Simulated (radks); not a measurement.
The nickel ion Ni8+, 20 electrons, occupied as [Ar] 3d2. Method: non-relativistic Kohn-Sham, LB94 model potential, spin-polarised, spherical densities, point nucleus; open shells are filled with parallel spins first; computed with a radial shooting solver on a logarithmic mesh with Libxc functionals.

Normalised radial functions P(r) = r R(r), r in bohr:

```
   r/bohr * 3d down (the largest magnitude, 1.19, reaches the edge; | marks zero)
 0.001787 *
 0.002603 *
 0.003791 *
 0.005521 *
 0.008042 *
  0.01171 *
  0.01706 *
  0.02484 *
  0.03618 *
   0.0527 |*
  0.07676 |  *
   0.1109 |       *
   0.1615 |               *
   0.2352 |                             *
   0.3426 |                                             *
    0.499 |                                                      *
   0.7268 |                                                 *
    1.059 |                               *
    1.542 |           *
    2.245 | *
     3.27 *
    4.763 *
```

3d down (empty): eigenvalue -188.60 eV, 0 radial nodes, <r> = 0.693 bohr, 90 % of the charge inside 1.11 bohr.
